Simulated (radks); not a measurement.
All-electron atom: Sc1.125+ in [Ar] 3d(up 0.875, down 0) 4s1 (fractional occupations, a model configuration).

All-electron calculation, non-relativistic Kohn-Sham, BLYP, spin-polarised, spherical densities, point nucleus; open shells are filled with parallel spins first. Program: a radial shooting solver on a logarithmic mesh with Libxc functionals.

Energy parts (hartree):
total: -760.35258
kinetic: 759.68913
electron-nucleus: -1793.69293
Hartree: 312.37908
exchange-correlation: -38.72785

Orbitals (lengths in bohr, moments of r in powers of bohr; <r^-3> diverges for s and p1/2):
| orbital | occ. | eigenvalue (hartree) | <r^2> | <r^4> | <r^-3> |
|---|---|---|---|---|---|
| 1s up | 1 | -161.0111 | 0.007270 | 0.0001354 | - |
| 1s down | 1 | -161.0097 | 0.007270 | 0.0001354 | - |
| 2s up | 1 | -17.57617 | 0.1419 | 0.03552 | - |
| 2s down | 1 | -17.56735 | 0.1417 | 0.03545 | - |
| 2p up | 3 | -14.57584 | 0.1177 | 0.02865 | 218.6 |
| 2p down | 3 | -14.56869 | 0.1176 | 0.02858 | 218.7 |
| 3s up | 1 | -2.31902 | 1.346 | 2.945 | - |
| 3s down | 1 | -2.28814 | 1.345 | 2.941 | - |
| 3p up | 3 | -1.55497 | 1.605 | 4.534 | 24.43 |
| 3p down | 3 | -1.52411 | 1.603 | 4.516 | 24.43 |
| 3d up | 0.875 | -0.43388 | 3.548 | 30.74 | 1.551 |
| 3d down | 0 | -0.40144 | 3.501 | 30.14 | 1.568 |
| 4s up | 1 | -0.40503 | 12.05 | 222.0 | - |

The highest occupied level is 4s up at -11.021 eV. The density falls to 0.001 e/bohr^3 at r = 4.20 bohr. Virial ratio -V/T = 2.00087. The electron density at the nucleus is 6191 e/bohr^3. Summed over all electrons, <r^2> = 28.47 bohr^2, which gives a Langevin (diamagnetic) susceptibility term of -22.6 x 10^-6 cm^3/mol. The spin density at the nucleus is 3.325 e/bohr^3 (1s 0.033, 2s -0.145, 3s 0.016, 4s 3.422), a Fermi contact field of 174 T. Spin moment in Bohr magnetons: 1.875.
